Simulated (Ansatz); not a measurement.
# How methods differ on SnClF (SMILES [F][Sn][Cl])

SnClF: 3 atoms, total charge 0, spin state singlet. SMILES: `[F][Sn][Cl]`. Geometry: relaxed at PBE0-D4/def2-TZVP.

```xyz
3

F    -1.3896    0.2231   -0.7444
Sn    0.1643    0.8981    0.1907
Cl    1.2143   -1.1860    0.5405
```

Each level gives the energy change with the F1–Sn2 bond stretched from 1.935 to 4.838 Å (eV). The values are calculated.

| level | kind | program | value (eV) | less FCI/STO-3G |
| --- | --- | --- | --- | --- |
| HF/STO-3G (restricted) | Hartree–Fock | Ansatz | 9.59 | +5.97 |
| SVWN5/STO-3G (restricted) | LDA | Ansatz | 6.70 | +3.08 |
| revPBE/STO-3G (restricted) | GGA | Ansatz | 6.15 | +2.53 |
| BHLYP/STO-3G (restricted) | global hybrid | Ansatz | 8.15 | +4.53 |
| wB97M-V/STO-3G (restricted) | range-separated hybrid | Ansatz | 8.45 | +4.83 |
| wB97X/STO-3G (restricted) | range-separated hybrid | Ansatz | 8.42 | +4.80 |
| B2PLYP/STO-3G (restricted) | double hybrid | Ansatz | 4.09 | +0.47 |
| CCSD(T)/STO-3G (restricted) | coupled cluster or CI | Ansatz | 3.55 | -0.07 |
| FCI/STO-3G | exact in the basis | Ansatz | 3.62 | 0.00 |

FCI/STO-3G is exact within its basis and frozen core, so for wave-function methods in that basis the difference is their error; functionals converge differently with the basis, so for them it is only a difference. A spin-restricted reference rises too steeply as a bond breaks; here HF/STO-3G, SVWN5/STO-3G, revPBE/STO-3G, BHLYP/STO-3G, wB97M-V/STO-3G, wB97X/STO-3G, B2PLYP/STO-3G lie well above the multireference or unrestricted value. All-electron rows without a relativistic Hamiltonian named are non-relativistic. The first shape isn't each level's own minimum. The values span 3.55 to 9.59 eV. All rows use very small basis sets, so none should be taken for the real molecule's value. In the correlated wave-function rows the outer d shell of Sn is correlated, in sets not made for it.
